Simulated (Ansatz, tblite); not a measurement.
Spin states of the cluster W5⁺, each relaxed with PBE0-D4/def2-SVP in Ansatz. Electronic energies in the gas phase.

In the def2 sets W takes a core potential; there is no spin–orbit coupling. The xTB rows come from tblite. B3LYP takes the VWN-RPA correlation. The structure comes from a short search, and lower isomers may exist.

Doublet geometry (C2v within 0.1 Å):

Cartesian coordinates in Å:
```
W 1.120 1.329 -0.604
W 0.354 -0.961 -1.125
W -1.386 -1.036 0.628
W -1.095 1.211 0.099
W 1.006 -0.544 1.003
```

Quartet geometry (Cs within 0.1 Å):

| atom | x (Å) | y (Å) | z (Å) |
| --- | --- | --- | --- |
| W1 | -1.0295 | -1.5094 | -0.2954 |
| W2 | -1.1886 | 0.8128 | 0.5596 |
| W3 | 1.1249 | 1.4692 | -0.0362 |
| W4 | 0.5763 | -0.2821 | -1.5517 |
| W5 | 0.5169 | -0.4904 | 1.3237 |

⟨S²⟩: doublet 0.81 at PBE0-D4/def2-TZVP (pure 0.75), quartet 3.83 at PBE0-D4/def2-TZVP (pure 3.75).

Run but left out: HF/def2-TZVP, MP2/def2-TZVP (doublet: ⟨S²⟩ 5.75, where a pure state has 0.75).

Only these spin states were relaxed. Higher spins weren't run and may lie lower.

| level | quartet − doublet (kcal/mol) | lowest of these |
| --- | --- | --- |
| GFN1-xTB | -19.7 | quartet |
| PBE-D4/def2-TZVP | 12.8 | doublet |
| r2SCAN-D4/def2-TZVP | 10.3 | doublet |
| B3LYP-D4/def2-TZVP | 13.1 | doublet |
| PBE0-D4/def2-TZVP | 13.7 | doublet |

Change of the quartet − doublet gap on mixing in exact exchange, in kcal/mol: PBE to PBE0 (25 % exact exchange) 0.9.

The xTB methods have no spin-polarisation term.
